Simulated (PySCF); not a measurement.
B₂ORh, SMILES [Rh-]([B][O])[B] (connectivity only; charge and spin as stated), charge -1, multiplicity 1. Atoms are numbered in the order given.

```xyz
4

Rh    -0.1898    -0.5353     0.0000
B      1.5438    -0.9110     0.0000
B     -0.0414     1.4441     0.0000
O      0.1287     2.6781     0.0000
```
Charge -1, spin multiplicity 1.

The structure is a stationary point at PBE-D3(BJ)/def2-SVPD. The spin state was assumed, not searched. The def2 effective core potentials stand for the cores of Rh; spin–orbit coupling is left out. The values are those of a single conformer.

Level of theory: PBE-D3(BJ)/def2-SVPD run with PySCF 2.14.0.

Frequencies are harmonic and unscaled.

```tsv
mode	ν (cm⁻¹)	IR (km/mol)	moving atoms (share of kinetic energy)
1	132	7.9	B 75 %, O 19 %
2	324	3.7	B 79 %, O 20 %
3	351	4.0	B 77 %, O 19 %
4	424	5.7	O 45 %, B 34 %, Rh 22 %
5	850	1.5	B 91 %, Rh 9 %
6	1746	375.5	B 64 %, O 36 %
```
